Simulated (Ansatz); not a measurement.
Start from `[OH][Ti]([F])([Cl])[I]` and change one atom or group to get `[OH][Ti]([F])([Cl])[Cl]`.

Ansatz, PBE0-D4/def2-TZVP geometries, multiplicity 1. Each molecule was computed in one conformer, which needn't be the lowest.

Elements past krypton have def2 core potentials. Scalar relativity is left out up to krypton. Spin–orbit coupling is left out; it splits and shifts lone-pair levels of the heavy atoms by tenths of an eV.

| property | `[OH][Ti]([F])([Cl])[I]` |
| --- | --- |
| LUMO energy (B3LYP/def2-TZVPP) / eV | -3.49 |
| HOMO–LUMO gap (B3LYP/def2-TZVPP) / eV | 4.34 |
| size of the dipole moment (PBE/def2-TZVPP) / D | 2.33 |
| ideal-gas entropy at 298 K and 1 bar (rigid rotor, harmonic PBE0-D4/def2-TZVP) / J/(mol·K) | 385 |
| HOMO–LUMO gap (ωB97M-V/def2-TZVPP) / eV | 8.93 |
| LUMO energy (PBE0/def2-TZVPP) / eV | -3.27 |

Task: Give the same properties after the change, and the shifts. (An estimate is asked.)

Result: Ansatz gave: 
```csv
property,`[OH][Ti]([F])([Cl])[Cl]`,shift
LUMO energy (B3LYP/def2-TZVPP) / eV,-3.29,0.20
HOMO–LUMO gap (B3LYP/def2-TZVPP) / eV,5.77,1.43
size of the dipole moment (PBE/def2-TZVPP) / D,2.60,0.27
"ideal-gas entropy at 298 K and 1 bar (rigid rotor, harmonic PBE0-D4/def2-TZVP) / J/(mol·K)",371,-14
HOMO–LUMO gap (ωB97M-V/def2-TZVPP) / eV,10.70,1.77
LUMO energy (PBE0/def2-TZVPP) / eV,-3.03,0.24
```

With PBE0 the HOMO falls by 1.27 eV and the LUMO rises by 0.24 eV, so the gap widens by about 1.51 eV. PBE moves the HOMO by -0.98 eV and ωB97M-V by -1.42 eV. Dipoles are sizes alone; their direction can turn.

B3LYP here is the variant with VWN-RPA as its local correlation; programs differ in this.
